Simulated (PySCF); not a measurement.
## Polarisability and C₆ of In³⁺ (indium, charge +3)

[Kr] 4d10, closed-shell 1S. Calculation: PySCF 2.14, in aug-cc-pVTZ-PP with ECP28MDF (6s5p4d2f, 55 functions); a scalar-relativistic core potential. Coupled (time-dependent) response in atomic units; α is the mean over directions.

```csv
method,mean α (bohr³),C₆ (like pair),S(−4)
UHF,2.317,5.824,1.382
PBE,2.732,7.403,2.012
PBE0,2.590,6.852,1.780
B3LYP,2.651,7.093,1.879
r2SCANh,2.581,6.860,1.733
```

S(−4) is the Cauchy moment in α(ω) = α(0) + S(−4) ω² + …

α(iu) at r2SCANh:

| u (hartree) | α(iu) (bohr³) |
| --- | --- |
| 0 | 2.581 |
| 0.0500 | 2.577 |
| 0.100 | 2.564 |
| 0.200 | 2.514 |
| 0.300 | 2.437 |
| 0.500 | 2.228 |
| 0.750 | 1.928 |
| 1.00 | 1.643 |
| 1.50 | 1.186 |
| 2.00 | 0.8700 |
| 3.00 | 0.5037 |
| 5.00 | 0.2184 |

For an ion, C₆ is the dispersion term alone; charge-induced terms of lower order in 1/R come first.

Energies and moments cover only the electrons outside the core potential.
